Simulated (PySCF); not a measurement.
# Core-level binding energies of `C=CC[AsH2]`

C3H7As.
Bonds: C1–C2 (double), C2–C3, C3–As4. Hydrogens: H5, H6 on C1; H7 on C2; H8, H9 on C3; H10, H11 on As4.

Theory: delta-SCF UKS SCAN, pcX-2 on the ionised atom, pcseg-1 elsewhere, spin-free X2C in PySCF 2.14.0. These are vertical core ionisation energies against the vacuum level, from separate self-consistent calculations with and without the core hole.

Problem. What binding energy does each computed site have?

Solution. 
```json
{"atom(s)": "C1", "bonded to": "C (double bond) and 2 H", "level": "C 1s", "binding energy (eV)": "290.05", "above the level's lowest (eV)": "0.00", "count": "1"}
{"atom(s)": "C2", "bonded to": "C (double bond), C and H", "level": "C 1s", "binding energy (eV)": "290.66", "above the level's lowest (eV)": "+0.61", "count": "1"}
{"atom(s)": "C3", "bonded to": "C, 2 H and As", "level": "C 1s", "binding energy (eV)": "290.66", "above the level's lowest (eV)": "+0.61", "count": "1"}
```

The listed C 1s values span 0.61 eV, from C1 (bonded to C (double bond) and 2 H) to C2 (bonded to C (double bond), C and H). The widest gap between neighbouring values is 0.61 eV, between 290.05 and 290.66 eV. Summing the Pauling electronegativity differences to the bonded atoms, each weighted by its formal bond order, gives -0.70 for the lowest site and -0.35 for the highest; no listed site has a larger sum than the highest. The smallest sum, -1.07, belongs to C3, 0.61 eV above the lowest. The values 290.66 and 290.66 eV lie too close for their order to be trusted.

Problem. Give the binding energy of C 1s of C2 in hartree and in kJ/mol.

Solution. 290.66 eV = 10.6816 Eh = 28044 kJ/mol.

No level of arsenic is listed. The structure is a single PBE0-D3(BJ)/def2-SVP conformer in the gas phase; no vibrational or solvent corrections.

On x86-64 server, one thread, no GPU, on a shared host, this took 18 s.

Shape of the structure used: `[CH2:1]=[CH:2][CH2:3][AsH2:4]`: C1–C2–C3–As4 111°, H–As4–C3–C2 -169°, H–As4–C3–C2 -76°.
